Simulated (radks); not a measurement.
Question: Neutral ruthenium: order these configurations by energy. Method: scalar-relativistic Kohn-Sham, r2SCAN, spin-polarised, spherical densities, finite nucleus; meta-GGA in the generalised Kohn-Sham scheme; Fermi nuclear charge, rms radius of each element as measured or else 0.836 A^(1/3) + 0.57 fm; computed with a radial shooting solver on a logarithmic mesh with Libxc functionals. Open shells are filled with parallel spins first. [Kr] 4d6 5s1 5p1; [Kr] 4d6 5s2; [Kr] 4d7 5p1; [Kr] 4d7 5s1; [Kr] 4d8.

Answer: From the lowest, in eV above it: [Kr] 4d7 5s1 0.000; [Kr] 4d6 5s2 0.728; [Kr] 4d8 1.323; [Kr] 4d6 5s1 5p1 3.088; [Kr] 4d7 5p1 3.851.
